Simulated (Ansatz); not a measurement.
A nudged elastic band was laid between two geometries of AlCl2FH2 (6 atoms, charge 0, multiplicity 1).

Method: RKS PBE-D4/cc-pVDZ in Ansatz.

```
movable images  : 7
climbing image  : yes
spring          : 5.0 eV/Å²
optimiser       : fire
start path      : through a guess of the saddle point
force threshold : 0.05 eV/Å
iteration limit : 60
end points      : relaxed
largest step    : 0.02 Å
```

First end point:

```xyz
6
Properties=species:S:1:pos:R:3
Al 0.010 0.071 0.075
H 0.008 0.600 1.583
Cl 1.835 0.102 -1.044
Cl -1.828 0.034 -1.024
F 0.050 -1.901 0.768
H 0.053 -1.806 1.713
```

Last end point:

```xyz
6
Properties=species:S:1:pos:R:3
Al 0.022 -0.694 -0.302
H 0.016 0.196 1.795
Cl 1.835 0.272 -0.803
Cl -1.831 0.205 -0.783
F 0.054 -2.311 0.216
H 0.032 -0.567 1.949
```

Task: Which bonds break or form, and what moves?

Result: Bonds broken: Al1–H2, F5–H6. Bonds formed: H2–H6. AlCl2FH2 becomes AlCl2F + H2.

Task: Give the energies along the band, and the barrier.

Result: It converged. The highest image is number 3 of 0 to 8, 5.6 kJ/mol above the first end and 99.3 kJ/mol above the last; the last end lies 93.6 kJ/mol below the first. Another band between the same ends (7 images) ends at a top of the same energy, where a vibrational analysis finds 1 clearly imaginary mode. The orbitals stay closed-shell, which can raise the energy where a bond breaks towards radicals; this wasn't checked here.

```tsv
image	path coordinate (Å)	energy (kJ/mol)	Al1–H2 (Å)	F5–H6 (Å)	H2–H6 (Å)
0	0.00	0.0	1.60	0.95	2.41
1	0.30	0.9	1.61	0.96	2.01
2	0.60	2.8	1.63	0.98	1.62
3	0.89	5.6	1.69	1.07	1.26
4	1.16	-10.5	1.78	1.30	0.99
5	1.43	-52.6	1.93	1.58	0.84
6	1.70	-80.5	2.12	1.87	0.79
7	1.97	-91.3	2.29	2.18	0.78
8	2.25	-93.6	2.28	2.46	0.78
```

Task: What is the geometry of the highest image?

Result: 
```xyz
6
Properties=species:S:1:pos:R:3
Al 0.012 -0.173 -0.018
H 0.011 0.096 1.647
Cl 1.852 0.165 -1.016
Cl -1.850 0.114 -0.994
F 0.058 -1.940 0.859
H 0.044 -1.161 1.595
```

The band took 30 iterations and about 4 core-minutes.

The run took 4.2 min on 1 thread of Intel(R) Xeon(R) 6975P-C (Granite Rapids) (shared host), peak memory 0.13 GiB.
